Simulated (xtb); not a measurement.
HF5OW, charge -1, doublet, at a GFN2-xTB geometry (such geometries of metal compounds can be far from the true shape) (the multiplicity is a formal guess), atoms displaced at random by about 0.05 Å a coordinate. Base run: GFN1-xTB in xtb.

xtb was given this input:
```
$ xtb mol.xyz --gfn 1 --chrg -1 --uhf 1 --opt --json

# file mol.xyz
8

W      0.09187211    -0.03313511     0.07710450
F     -0.79561567     1.64073484    -0.37544683
F      1.60330436     1.00183528     0.84499658
F      0.95951535     0.04354932    -1.87640436
F     -0.97497802     0.06980786     1.80690732
F     -1.56124728    -0.98585749    -0.84859187
O      0.74588334    -1.66947154     0.40592753
H      1.19776930    -2.40775632     0.62304834
```

Variants of this job, named by their change:

```tsv
change	ΔE vs base (kJ/mol)	optimiser steps
base	0.00	9
opt level = tight	-0.08	15
opt level = crude	0.00	8
opt level = extreme	-0.08	18
alpb = acetone	-270.8	12
engine = inertial	-0.05	-
alpb = ether	-221.4	12
opt level = vtight	-0.08	18
opt level = sloppy	0.00	8
opt level = loose	0.00	8
```
